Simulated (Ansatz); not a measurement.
Reaction (atomization): `[CH3][GeH][CH3]`• → 2 C• + Ge• + 7 H•

Computed with Ansatz on PBE0-D4/def2-TZVP structures; ΔE is electronic, products minus reactants. CCSD(T)/CBS is the MP2 limit (def2-TZVPP, def2-QZVPP) plus CCSD(T) − MP2 in def2-TZVPP, frozen cores. This one scheme is used for every species, atoms too. DFT in def2-TZVPP. No spin–orbit coupling; open shells (•) take unrestricted orbitals. Spin–orbit coupling would lower the free atoms: a little for C; clearly for Ge. For Ge outer-core shells are correlated without core-valence functions, so the limit isn't a true one: a few kJ/mol of doubt a bond, and 10 to 20 or more in all where bonds break to atoms. Scalar relativity is left out up to krypton.

CCSD(T)/CBS gives +35.13 eV.

Problem. Another level gave +35.09 eV. Which?
A. MP2/def2-TZVPP
B. HF/def2-TZVPP
C. PBE/def2-TZVPP
D. CAM-B3LYP/def2-TZVPP

Solution. D. CAM-B3LYP 35.09, MP2/def2-TZVPP 34.53, PBE 35.23, HF/def2-TZVPP 26.66 eV.

Largest T1 diagnostic among the species: 0.011.

At CCSD(T), def2-SVP lies −1.67 eV from the extrapolated value and def2-TZVPP −0.60 eV: correlation converges slowly with the basis, and small sets miss more of it in the bonded molecule than in its fragments. From BLYP to BHLYP (50 % exact exchange), in def2-TZVPP and without D4, ΔE moves by −0.15 eV: exact exchange takes away binding that semilocal exchange gives to molecules.

For atomizations the MP2-based limit and the directly extrapolated one differ by several kJ/mol either way, and by 10 to 25 for some Ge, Se and Sn compounds, so smaller differences from it don't rank the levels.
